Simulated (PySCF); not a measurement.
BrClF2Ge.

```xyz
5

F      1.2936     0.8038    -1.3716
Ge     0.3101     0.4667     0.0000
F      1.2936     0.8038     1.3716
Cl    -1.3453     1.7950     0.0000
Br    -0.2954    -1.7119     0.0000
```

Geometry: TPSSh-D3(BJ)/def2-SVP.

Calculation: PBE/pcSseg-1 (PySCF). Non-relativistic, no solvent.

Computed absolute GIAO shielding of each atom: isotropic value and principal components (ppm):
```tsv
atom	σ(iso)	σ11	σ22	σ33	span
F1	221.9	154.0	158.3	353.6	199.5
Ge2	1215.7	1155.7	1188.5	1303.0	147.3
F3	221.9	154.0	158.3	353.6	199.5
Cl4	723.8	550.3	591.3	1029.7	479.4
Br5	2193.2	1794.2	1879.3	2906.0	1111.8
```
